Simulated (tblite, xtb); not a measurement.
C$_{2}$H$_{9}$AlO$_{4}$Si (SMILES [CH3][Al]([CH3])[O][Si](O)(O)O), singlet, geometry from GFN2-xTB (such geometries of metal compounds can be far from the true shape). Base run: GFN1-xTB run with xtb 6.7.1.

Geometry (Å):
```xyz
17

Al    -0.0836     1.5906     0.9306
C      1.1175     3.0243     0.2327
H      2.1643     2.7050     0.2417
H      1.0556     3.9505     0.8061
H      0.8825     3.2691    -0.8078
C     -1.3421     1.6272     2.4790
H     -2.3627     1.3838     2.1679
H     -1.3759     2.5963     2.9789
H     -1.0688     0.8820     3.2323
O     -0.0258     0.1396     0.0906
Si     0.0626    -1.2643    -0.7378
O      1.2196    -2.2070    -0.1062
O      0.4103    -0.9673    -2.2922
O     -1.3477    -2.0582    -0.6625
H      1.0453    -2.6358     0.7259
H      1.2644    -0.6004    -2.4997
H     -2.0983    -1.6935    -1.1207
```
Charge 0, spin multiplicity 1.
All else is at xtb's defaults.
Base energy -31.33121 Eh.

Programs used: tblite, xtb; a row that names a program was run with it.

Each row names what was changed in the base input (with any setting that the change needs).

```json
[
 {"change": "base", "ΔE vs base (kJ/mol)": "0.00", "HOMO-LUMO gap (eV)": "4.96", "dipole (D)": "3.11", "G_solv (kcal/mol)": "-", "SCF cycles": "10"},
 {"change": "etemp = 5000", "ΔE vs base (kJ/mol)": "-0.54", "HOMO-LUMO gap (eV)": "4.97", "dipole (D)": "3.12", "G_solv (kcal/mol)": "-", "SCF cycles": "10"},
 {"change": "alpb = dmf", "ΔE vs base (kJ/mol)": "___", "HOMO-LUMO gap (eV)": "___", "dipole (D)": "___", "G_solv (kcal/mol)": "___", "SCF cycles": "10"},
 {"change": "acc = 0.1", "ΔE vs base (kJ/mol)": "0.00", "HOMO-LUMO gap (eV)": "4.96", "dipole (D)": "3.11", "G_solv (kcal/mol)": "-", "SCF cycles": "12"},
 {"change": "acc = 30", "ΔE vs base (kJ/mol)": "0.00", "HOMO-LUMO gap (eV)": "4.96", "dipole (D)": "3.11", "G_solv (kcal/mol)": "-", "SCF cycles": "8"},
 {"change": "program = tblite; method = gfn1; option = --spin-polarized", "ΔE vs base (kJ/mol)": "0.00", "HOMO-LUMO gap (eV)": "-", "dipole (D)": "-", "G_solv (kcal/mol)": "-", "SCF cycles": "-"},
 {"change": "acc = 0.0001", "ΔE vs base (kJ/mol)": "0.00", "HOMO-LUMO gap (eV)": "4.96", "dipole (D)": "3.11", "G_solv (kcal/mol)": "-", "SCF cycles": "16"},
 {"change": "program = tblite; method = gfn1; option = --grad", "ΔE vs base (kJ/mol)": "0.00", "HOMO-LUMO gap (eV)": "-", "dipole (D)": "-", "G_solv (kcal/mol)": "-", "SCF cycles": "-"},
 {"change": "alpb = chcl3", "ΔE vs base (kJ/mol)": "___", "HOMO-LUMO gap (eV)": "___", "dipole (D)": "___", "G_solv (kcal/mol)": "___", "SCF cycles": "10"}
]
```

Some entries are withheld; supply them.


- alpb = dmf, ΔE vs base (kJ/mol): -77.5
- alpb = dmf, HOMO-LUMO gap (eV): 4.95
- alpb = dmf, dipole (D): 3.30
- alpb = dmf, G_solv (kcal/mol): -19.20
- alpb = chcl3, ΔE vs base (kJ/mol): -52.5
- alpb = chcl3, HOMO-LUMO gap (eV): 4.94
- alpb = chcl3, dipole (D): 3.34
- alpb = chcl3, G_solv (kcal/mol): -13.05

ALPB and GBSA are two models with their own fitted parameters for each solvent, which aren't always the measured dielectric constant.
